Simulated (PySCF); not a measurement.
Members of one series of related molecules.

All values: PBE0/pcSseg-1 (PySCF) at GFN2-xTB geometries, gas phase, one conformer each.

(1) Rank by HOMO–LUMO gap, highest first.
A. `C([C@H](F)[SiH2]N(C)C)C#C`
B. `CN(C)[SiH2][C@@H](F)CCF`
C. `C=CC[C@H](F)[SiH2]N(C)C`
D. `C[C@@H](F)[SiH2]N(C)C`

(2) Rank by HOMO energy, highest first.
A. `C(C=C)[C@H](F)[SiH2]N(C)C`
B. `CN(C)[SiH2][C@@H](F)CCC#N`
C. `CN(C)[SiH2][C@@H](F)CCF`

## Answers

(1) B (7.44 eV), D (7.30 eV), A (7.05 eV), C (6.68 eV).

(2) C (-6.27 eV), A (-6.39 eV), B (-6.63 eV).

All values together:

```tsv
SMILES	change	formula	μ (D)	HOMO (eV)	LUMO (eV)	lowest IAO charge (e)	highest IAO charge (e)	lowest Hirshfeld charge (e)	highest Hirshfeld charge (e)
C[C@@H](F)[SiH2]N(C)C	parent	C4H12FNSi	1.59	-6.39	0.91	-0.507 (N)	+0.873 (Si)	-0.173 (N)	+0.358 (Si)
CN(C)[SiH2][C@@H](F)CCC#N	H on C replaced by CH2CN	C6H13FN2Si	4.62	-6.63	0.52	-0.509 (N)	+0.878 (Si)	-0.233 (N)	+0.365 (Si)
C=CC[C@H](F)[SiH2]N(C)C	H on C replaced by vinyl	C6H14FNSi	1.47	-6.39	0.29	-0.504 (N)	+0.876 (Si)	-0.176 (N)	+0.356 (Si)
CN(C)[SiH2][C@@H](F)CCF	H on C replaced by CH2F	C5H13F2NSi	1.31	-6.27	1.17	-0.509 (N)	+0.869 (Si)	-0.178 (N)	+0.339 (Si)
C#CC[C@H](F)[SiH2]N(C)C	H on C replaced by ethynyl	C6H12FNSi	1.32	-6.41	0.64	-0.504 (N)	+0.875 (Si)	-0.175 (N)	+0.352 (Si)
CN(C)[SiH2][C@@H](F)CC[SiH3]	H on C replaced by CH2SiH3	C5H16FNSi2	1.66	-6.39	0.68	-0.534 (C)	+0.863 (Si)	-0.176 (N)	+0.352 (Si)
CC#CC[C@H](F)[SiH2]N(C)C	H on C replaced by propynyl	C7H14FNSi	1.93	-6.34	0.79	-0.504 (N)	+0.875 (Si)	-0.175 (N)	+0.350 (Si)
```

Conformers: `[CH3:1][C@@H:2]([F:3])[SiH2:4][N:5]([CH3:6])[CH3:7]` with C1–C2–Si4–N5 -50°, C2–Si4–N5–C6 160°; `[CH3:1][N:2]([CH3:3])[SiH2:4][C@@H:5]([F:6])[CH2:7][CH2:8][C:9]#[N:10]` with C1–N2–Si4–C5 -159°, N2–Si4–C5–F6 -72°, Si4–C5–C7–C8 175°, C5–C7–C8–C9 -66°; `[CH2:1]=[CH:2][CH2:3][C@H:4]([F:5])[SiH2:6][N:7]([CH3:8])[CH3:9]` with C1–C2–C3–C4 -117°, C2–C3–C4–F5 -64°, C3–C4–Si6–N7 -164°, C4–Si6–N7–C8 -42°; `[CH3:1][N:2]([CH3:3])[SiH2:4][C@@H:5]([F:6])[CH2:7][CH2:8][F:9]` with C1–N2–Si4–C5 165°, N2–Si4–C5–F6 84°, Si4–C5–C7–C8 -55°, C5–C7–C8–F9 75°; `[CH:1]#[C:2][CH2:3][C@H:4]([F:5])[SiH2:6][N:7]([CH3:8])[CH3:9]` with C2–C3–C4–F5 -168°, C3–C4–Si6–N7 -163°, C4–Si6–N7–C8 -44°; `[CH3:1][N:2]([CH3:3])[SiH2:4][C@@H:5]([F:6])[CH2:7][CH2:8][SiH3:9]` with C1–N2–Si4–C5 165°, N2–Si4–C5–F6 87°, Si4–C5–C7–C8 -54°, C5–C7–C8–Si9 -175°; `[CH3:1][C:2]#[C:3][CH2:4][C@H:5]([F:6])[SiH2:7][N:8]([CH3:9])[CH3:10]` with C3–C4–C5–F6 -172°, C4–C5–Si7–N8 -166°, C5–Si7–N8–C9 164°.

**Question.** Give the shifts from the parent, `C[C@@H](F)[SiH2]N(C)C`.

**Answer.** 
```json
{"SMILES": "CN(C)[SiH2][C@@H](F)CCC#N", "change in μ (D)": "+3.03", "change in HOMO (eV)": "-0.24", "change in LUMO (eV)": "-0.39"}
{"SMILES": "C=CC[C@H](F)[SiH2]N(C)C", "change in μ (D)": "-0.12", "change in HOMO (eV)": "0.00", "change in LUMO (eV)": "-0.62"}
{"SMILES": "CN(C)[SiH2][C@@H](F)CCF", "change in μ (D)": "-0.28", "change in HOMO (eV)": "+0.12", "change in LUMO (eV)": "+0.26"}
{"SMILES": "C#CC[C@H](F)[SiH2]N(C)C", "change in μ (D)": "-0.27", "change in HOMO (eV)": "-0.02", "change in LUMO (eV)": "-0.27"}
{"SMILES": "CN(C)[SiH2][C@@H](F)CC[SiH3]", "change in μ (D)": "+0.07", "change in HOMO (eV)": "0.00", "change in LUMO (eV)": "-0.23"}
{"SMILES": "CC#CC[C@H](F)[SiH2]N(C)C", "change in μ (D)": "+0.34", "change in HOMO (eV)": "+0.05", "change in LUMO (eV)": "-0.12"}
```
